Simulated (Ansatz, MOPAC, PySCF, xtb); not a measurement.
Pair of molecules: HCl (SMILES Cl) (first 2 atoms) with SiH4 (SMILES [SiH4]); geometry from B3LYP-D3(BJ)/def2-TZVP, rigid monomers moved along the line of their centres of mass till Cl1···Si3 is 4.33 Å.
(charge 0, multiplicity 1):
```xyz
7

Cl    -0.069    -0.338    -0.325
H     -0.675    -1.322     0.229
Si     0.035     0.235     3.970
H      0.851     1.345     3.433
H     -1.346     0.326     3.445
H      0.000     0.313     5.448
H      0.625    -1.062     3.566
```

```
level                                          interaction energy (kcal/mol)  minus CCSD(T)/CBS(aug-cc-pV(D+d)Z, aug-cc-pV(T+d)Z)   cost
---------------------------------------------  -----------------------------  ---------------------------------------------------  -----
PM3                                                                     0.07                                                 0.72      -
PM6                                                                    -0.23                                                 0.42      -
GFN2-xTB                                                               -0.51                                                 0.14      -
HF/3-21G (no counterpoise)                                             -0.51                                                 0.14      -
HF/6-31G*                                                               0.02                                                 0.67      -
HF/aug-cc-pV(T+d)Z                                                      0.01                                                 0.65      -
r2SCAN/def2-TZVPPD                                                     -0.45                                                 0.20     ×2
B3LYP/6-311+G** (no counterpoise)                                       0.00                                                 0.65      -
B3LYP/LANL2DZ (no counterpoise)                                        -0.28                                                 0.37      -
PBE0-D3(BJ)/def2-TZVPPD                                                -0.81                                                -0.16     ×1
PBE0-D4/def2-TZVPPD                                                    -0.73                                                -0.09     ×1
M06-2X/6-31G* (no counterpoise)                                        -0.71                                                -0.06      -
MP2/aug-cc-pV(D+d)Z                                                    -0.57                                                 0.08      -
CCSD(T)/CBS(aug-cc-pV(D+d)Z, aug-cc-pV(T+d)Z)                          -0.65                                                 0.00  ×200*
```

 The comparison column counts from a level with limits of its own.

The rows run from -0.81 (PBE0-D3(BJ)/def2-TZVPPD) to 0.07 kcal/mol (PM3).

Counterpoise-corrected where a basis set is named; no monomer relaxation. Rows marked so take none.

Frozen-core correlation. CBS(a, b) extrapolates the correlation energy as X⁻³ and adds the Hartree–Fock energy of set b. Rows in 3-21G, 6-311+G**, 6-31G*, LANL2DZ carry no dispersion term and start afresh at each structure (6-31G* with six Cartesian d functions). LANL2DZ brings its own core potentials from Na on. The state reached by PM3, PM6 isn't checked.

Codes used: Ansatz (Gaussian basis) for Hartree–Fock, density functionals and correlated methods; MOPAC for PM3, PM6 (differences of heats of formation); PySCF for 3-21G rows, 6-311+G** rows, 6-31G* rows, LANL2DZ rows, the dispersion terms; xtb for the GFN methods. Values without a source in brackets are computed.

Costs are rough ratios of core time to PBE/def2-TZVPPD (about 2.7 s over the structures, on one shared machine); a dash marks a level with no comparable run of its own. A star marks coupled-cluster runs past 200 virtual orbitals, where the program's memory plan changes under this machine's limit, so their costs aren't comparable with smaller runs.

Ansatz is a first-principles code.
